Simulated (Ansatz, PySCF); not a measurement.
Isomers of CH4N2Si. Gas-phase values, no solvent. One relaxed conformer stands for each flexible species; it need not be the lowest. Strings in code marks are SMILES.

Quantity: vertical ionisation energy (energy after one electron is removed minus that of the parent at the parent's geometry), in eV. The restricted reference of `N=C=[SiH]N` is unstable towards unrestricted orbitals.

Level 1: frozen-core MP2/cc-pVTZ // B3LYP-D3(BJ)/def2-TZVP (Ansatz, a program for electronic structure)
Level 2: PBE/6-31G* // B3LYP-D3(BJ)/def2-TZVP (PySCF)
Level 3: minus the HOMO energy of B3LYP-D3(BJ)/def2-TZVP (PySCF)
Level 4: minus the HOMO energy of B3LYP/6-31G* // B3LYP-D3(BJ)/def2-TZVP (PySCF)

| species | level 1 | level 2 | level 3 | level 4 |
|---|---|---|---|---|
| `[H]/N=[SiH]/N=C` (C–N–Si–N torsion 59°) | 9.49 | 8.77 | 6.86 | 6.58 |
| `N=C=[SiH]N` | 7.51 | 7.47 | 5.46 | 5.22 |
| `N#C[SiH2]N` | 10.96 | 10.08 | 8.09 | 7.72 |
